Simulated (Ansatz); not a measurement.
Reaction (redistribution): `C[N]([GeH3])[SiH2]F` + `BC[SiH2]F` → `F[SiH2]C[SiH2]F` + `B[N](C)[GeH3]`

Gas-phase electronic energies from Ansatz, PBE0-D4/def2-TZVP geometries. CBS: MP2 limit from def2 TZ/QZ plus the TZ coupled-cluster correction, frozen cores. Functionals use def2-TZVPP. For Ge outer-core shells are correlated without core-valence functions, which leaves a few kJ/mol of doubt a bond. Scalar relativity is left out up to krypton. Each species was taken in one conformer, which may not be the lowest.

```
             level  ΔE (kJ/mol)  difference from CCSD(T)/CBS
         revPBE-D4        -69.1                         -2.8
           BLYP-D4        -68.8                         -2.5
         r2SCAN-D4        -67.7                         -1.4
      CAM-B3LYP-D4        -67.3                         -1.0
           ωB97X-V        -65.2                          1.1
           ωB97M-V        -66.3                          0.0
              PBE0        -69.7                         -3.4
           r2SCANh        -67.4                         -1.1
           LC-ωPBE        -67.8                         -1.5
RPA@PBE/def2-TZVPP        -68.4                         -2.1
     CCSD/def2-SVP        -74.8                         -8.5
  CCSD(T)/def2-SVP        -77.0                        -10.7
     HF/def2-QZVPP        -57.0                          9.3
    MP2/def2-QZVPP        -65.7                          0.6
     MP2/CBS(def2)        -65.3                          1.0
    CCSD/CBS(def2)        -64.5                          1.8
       CCSD(T)/CBS        -66.3                            0
```

(1) What do rigid-rotor, harmonic-oscillator terms from PBE0-D4/def2-TZVP frequencies (298.15 K, 1 bar) make of the CCSD(T)/CBS value? (An estimate is asked.)

Largest T1 diagnostic among the species: 0.013.

## Answers

(1) Ansatz gave: ΔZPE = +2.8 kJ/mol, ΔH = -64.7 kJ/mol, ΔS = -8 J/(mol·K), ΔG = -62.3 kJ/mol. Modes under 50 cm⁻¹ make the entropy rough.

Leaving LDA and LC-ωPBE aside and taking each functional with its dispersion term where it has one, the values, not all of them listed here, spread over 8.9 kJ/mol, from PBE-D4 to BHLYP-D4. LDA lies −4.0 kJ/mol from PBE without D4. From BLYP to BHLYP (50 % exact exchange), in def2-TZVPP and without D4, ΔE moves by +6.5 kJ/mol.
